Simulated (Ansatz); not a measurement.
Ge$_{4}$H$_{12}$Si$_{2}$ (`[SiH2]1[SiH2][GeH2][GeH2][GeH2][GeH2]1`), 18 atoms. The species carries charge 0 and has multiplicity 1. Correlated methods include outer-core shells of Ge, which these sets cover unevenly. Scalar relativity is left out up to krypton. All runs use 6 threads of an AMD EPYC 7R13 on a shared host and a share of an NVIDIA H100 80 GB. Correlated methods freeze the cores.

Give the basis size and wall time and peak host memory of each of these runs in Ansatz. RHF-CCSD(T)/def2-SVP energy; RKS PBE0-D4/def2-SVP energy; direct RPA on PBE orbitals/def2-TZVPP energy; RKS ωB97M-V/def2-QZVPP energy; RHF-CCSD(T)/def2-TZVPP energy; RKS r2SCAN0-D4/def2-TZVPP energy; RKS r2SCAN-D4/def2-TZVPP energy and forces; RKS PBE0-D4/def2-TZVPP energy; RKS PBE0-D4/def2-TZVP relaxation (8 steps); RHF-MP2/def2-QZVPP energy; RKS ωB97M-V/def2-SVP energy; RKS B97M-V/def2-TZVPP energy. (Best estimate.)

The calculation gave: Other jobs shared the machine, so times are rough.

```tsv
level	job	functions	wall time	peak host memory (GiB)
RKS PBE0-D4/def2-SVP	energy	224	4.3 s	0.89
RKS ωB97M-V/def2-SVP	energy	224	7.5 s	1
RKS r2SCAN-D4/def2-TZVPP	energy and forces	444	7.5 s	1
RKS r2SCAN0-D4/def2-TZVPP	energy	444	8.5 s	1
direct RPA on PBE orbitals/def2-TZVPP	energy	444	9.6 s	2.2
RKS PBE0-D4/def2-TZVPP	energy	444	11 s	0.96
RKS B97M-V/def2-TZVPP	energy	444	12 s	1.1
RHF-CCSD(T)/def2-SVP	energy	224	13 s	0.87
RHF-MP2/def2-QZVPP	energy	856	26 s	1.6
RKS PBE0-D4/def2-TZVP	relaxation (8 steps)	338	56 s	1.3
RKS ωB97M-V/def2-QZVPP	energy	856	110 s	13
RHF-CCSD(T)/def2-TZVPP	energy	444	2.1 min	2.1
```
